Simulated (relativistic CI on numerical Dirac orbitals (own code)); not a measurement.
Sensitivity of the levels of Se XIX to α and to the nuclear radius

Computed by Dirac-Coulomb-Breit CI, separate exchange-only KLI orbitals for each configuration, derivatives by finite differences, unscaled Slater integrals, QED left out (own radial code, finite nucleus).

Configurations in the expansion (outside the closed core [Ne]): 3s2 3p4, 3s 3p5, 3s2 3p3 3d, 3p6, 3s 3p4 3d, 3p5 3d, 3p4 3d2, 3p3 3d3. Double excitations out of closed p, d and f shells are left out; levels of such configurations are missing from the list, as are those of other unlisted configurations, and high levels can miss mixing partners.

With x = (α/α₀)² − 1 an excitation energy changes as ω = ω₀ + qx; K = 2q/ω₀ is the relative enhancement. Terms are leading LS components, so labels can repeat. The field-shift factor is F = δν/δ⟨r²⟩ for the transition from the lowest level.

Lowest level 3s2 3p4 3P_2.

| Level | ω₀ (cm⁻¹) | q (cm⁻¹) | K | F (GHz/fm²) |
| --- | --- | --- | --- | --- |
| 3s2 3p4 3P_0 | 44677 | 22700 | 1.02 | -0.345 |
| 3s2 3p4 3P_1 | 57344 | 65780 | 2.29 | -0.476 |
| 3s2 3p4 1D_2 | 94958 | 61480 | 1.29 | -0.414 |
| 3s2 3p4 1S_0 | 193850 | 110200 | 1.14 | -1.83 |
| 3s 3p5 3P°_2 | 497111 | 75590 | 0.304 | -50.7 |
| 3s 3p5 3P°_1 | 529727 | 97780 | 0.369 | -49 |
| 3s 3p5 3P°_0 | 559999 | 137900 | 0.493 | -49.2 |
| 3s 3p5 1P°_1 | 633743 | 107600 | 0.339 | -37 |
| 3s2 3p3 3d 5D°_2 | 644275 | 35290 | 0.11 | 0.938 |
| 3s2 3p3 3d 5D°_3 | 644600 | 35930 | 0.111 | 1.22 |
| 3s2 3p3 3d 5D°_0 | 645622 | 46030 | 0.143 | -0.315 |
| 3s2 3p3 3d 5D°_1 | 647362 | 50000 | 0.154 | -0.106 |
| 3s2 3p3 3d 5D°_4 | 652446 | 48040 | 0.147 | 1.23 |

At this charge energies of transitions that change n are usually good to better than 1 %, and those within a shell (Δn = 0) to a few per cent.
